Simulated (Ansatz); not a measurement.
Geometry optimisation, RKS PBE0-D4/def2-SVP (Ansatz 0.2.0).

The input (input.yaml):

```yaml
crystal:
  periodic: [false, false, false]
  atoms:
    - { symbol: B, position_ang: [0.0, 0.0, 0.0] }
    - { symbol: F, position_ang: [0.0, 0.0, 1.32] }
    - { symbol: "N", position_ang: [1.3423, 0.0, -0.775] }
    - { symbol: H, position_ang: [1.8089, -0.9179, -1.0268] }
    - { symbol: H, position_ang: [1.7937, 0.9179, -1.0532] }
    - { symbol: O, position_ang: [-1.2211, 0.0, -0.705] }
    - { symbol: H, position_ang: [-1.7308, -0.8467, -0.4965] }
basis:
  gaussian: { orbitals: def2-SVP }
hamiltonian:
  xc: pbe0
  dispersion: d4
relax:
  f_tol: 0.02
  max_steps: 40
```

Command:

```bash
$ ansatz run input.yaml --threads 2 --pin off --max-ram 3072MiB --backend cpu --events-out ev --progress --plain --runs-dir out
```

Question: Where does it end, and by what steps?

Answer: The run converged. After 9 steps the energy has fallen by 1.650 eV; H5 moved furthest, 0.89 Å.

```csv
step,energy less start (eV),largest force component (eV/Å),accepted
0,0.0000,2.914,yes
1,-0.4600,2.549,yes
2,-0.5982,3.057,yes
3,-1.0312,1.091,yes
4,-1.2911,0.776,yes
5,-1.5164,0.737,yes
6,-1.6422,0.156,yes
7,-1.6502,0.060,yes
8,-1.6504,0.058,yes
9,-1.6504,0.009,yes
```

```xyz
7
Properties=species:S:1:pos:R:3
B 0.043 -0.061 -0.141
F -0.150 0.534 1.052
N 1.304 0.008 -0.748
H 1.496 -0.421 -1.641
H 2.082 0.491 -0.326
O -0.992 -0.719 -0.733
H -1.790 -0.680 -0.198
```

Whether the end is a true minimum wasn't checked by a vibrational analysis.

Time of the run: 13 s on 2 threads of Arm Neoverse V2, with other jobs on the host, peak memory 0.16 GiB.
